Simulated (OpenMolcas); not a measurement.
F2+: effect of the IPEA shift

| Property | Result |
| --- | --- |
| Program | OpenMolcas |
| Basis | ANO-RCC-VTZP [4s3p2d1f] |
| Scalar Hamiltonian | DKH2, point nucleus |
| Active space | 5 electrons in 9 orbitals (RAS2 2s 2p; RAS3 3d, at most 2 electrons) |
| State averaging | 2S+1 = 4 odd, 1 root; 2S+1 = 2 odd, 8 roots; 2S+1 = 4 even, 3 roots; 2S+1 = 2 even, 9 roots |
| Spin-orbit coupling | RASSI with atomic mean-field integrals over the reference wave functions, term energies averaged over their components |

Methods on the same reference wave functions:
A. RASSCF
B. SS-RASPT2, IPEA 0 Eh, imaginary shift 0.1 Eh (closed shells correlated: 1s)
C. SS-RASPT2, IPEA 0.25 Eh, imaginary shift 0.1 Eh (closed shells correlated: 1s)

Energies in cm⁻¹ above 2s² 2p³ ⁴S°_3/2, the measured ground level; measured values from Moore, Atomic Energy Levels, vol. I, NSRDS-NBS 35 (1971 reprint of NBS Circular 467, 1949).

```csv
Level,A,B,C,Measured
2s² 2p³ ⁴S°_3/2,0.0,0.0,0.0,0.0
2s² 2p³ ²D°_3/2,36797,34850,34870,
2s² 2p³ ²D°_5/2,36807,34860,34880,
2s² 2p³ ²P°_3/2,55078,52640,52670,
2s² 2p³ ²P°_1/2,55080,52650,52670,
2s 2p⁴ ⁴P_5/2,154539,152820,152820,151898
2s 2p⁴ ⁴P_3/2,154848,153130,153130,152235
2s 2p⁴ ⁴P_1/2,155031,153320,153310,152410
2s 2p⁴ ²D_3/2,216541,212100,212160,210256
2s 2p⁴ ²D_5/2,216544,212100,212160,210240
2s 2p⁴ ²S_1/2,257864,250970,251200,248260
2s 2p⁴ ²P_3/2,276326,270300,270380,266559
2s 2p⁴ ²P_1/2,276693,270670,270750,266943
```

Deviations, from unrounded energies. A percentage is the sum of absolute deviations over the sum of measured energies, with the sign that they share, or ± where signs differ.

```json
{"Against measurement": "mean absolute deviation (cm-1)", "Levels": "8", "A": "6200", "B": "2100", "C": "2100"}
{"Against measurement": "other configurations (%)", "Levels": "8", "A": "+3.0", "B": "+1.0", "C": "+1.0"}
```

B, C lie about equally close to measurement and A furthest from it. The largest miss of B in the table is 2s 2p⁴ ²P_3/2, by +3700 cm-1. The ranking rests on the paired levels alone, and a cruder setting can come out closer through cancelling errors.

Between B and C the level of the table that moves most is 2s 2p⁴ ²S_1/2, by 230 cm-1 (lowest in B, highest in C). Moves below CASPT2's spread within the term are not significant.

From A to B the spin-free energies of the other terms of 2s² 2p³ shown, above ⁴S°, scale by factors of 0.95 to 0.96.

The lowest spin-free term lies below A's lowest term by 0.048 hartree in B, 0.047 hartree in C.

CASPT2 breaks the degeneracy within a term, and the mean is taken; among the terms shown or strongly mixed into the levels shown the widest spread is 16 cm-1 (2s 2p⁴ ²D, B). Active for correlation alone: 3d; no level in the range computed is led by a configuration that fills it, so any true level of that kind is missing. Measured partners are found by configuration, term and J. A level has none where our copy of the source lacks it or the pairing is in doubt (some pairs that miss far off the trend of their configuration count as doubtful), and it then counts in no deviation. Only configurations of the active space appear.

° marks odd parity.
